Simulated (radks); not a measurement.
The numbers below are computed, except where a source is named.
Neutral lutetium inside a hard spherical wall (all orbitals vanish at R), configuration held at [Xe] 4f14 5d1 6s2 and not refilled when levels cross. Level of theory: scalar-relativistic Kohn-Sham, r2SCAN, spin-polarised, spherical densities, finite nucleus; open shells are filled with parallel spins first (spin-orbit coupling, left out, can overturn this in heavy ions); meta-GGA in the generalised Kohn-Sham scheme; Fermi nuclear charge, rms radius 5.37 fm (a radial shooting solver on a logarithmic mesh with Libxc functionals). Eigenvalues in eV for spin up, with the zero of energy where the potential of the charges vanishes at infinity; a dash marks a level that is unbound or too diffuse for the functional's potential to be trusted. A positive occupied level is held by the wall or, in an anion where self-interaction has pushed it up, behind a barrier. The pressure on the wall is -dE/dV.

R (bohr)  E (hartree)  kinetic (hartree)    e(5p)   e(4f)   e(6s)   e(5d)  e(6p, empty)  e(7s, empty)  pressure (GPa)
free      -14562.9975          15909.141  -32.940  -9.749  -4.965  -1.911        -1.373             -               0
20        -14562.9975          15909.141  -32.940  -9.748  -4.965  -1.911        -1.373         0.168        < 0.0001
12        -14562.9972          15909.143  -32.914  -9.721  -4.948  -1.888        -1.319         1.232         0.00323
7         -14562.9657          15909.340  -31.752  -8.533  -4.028  -0.859         0.439         9.389            1.52
3         -14560.1101          15920.027  -16.354   9.076  32.895  19.370        51.790        136.36            1160
2.5       -14556.3184          15933.800   -4.366  22.337  70.491  36.440        97.175        231.47            4580
2         -14544.8272          15972.808   25.805  51.080  163.05  77.455        202.17        436.98           23400
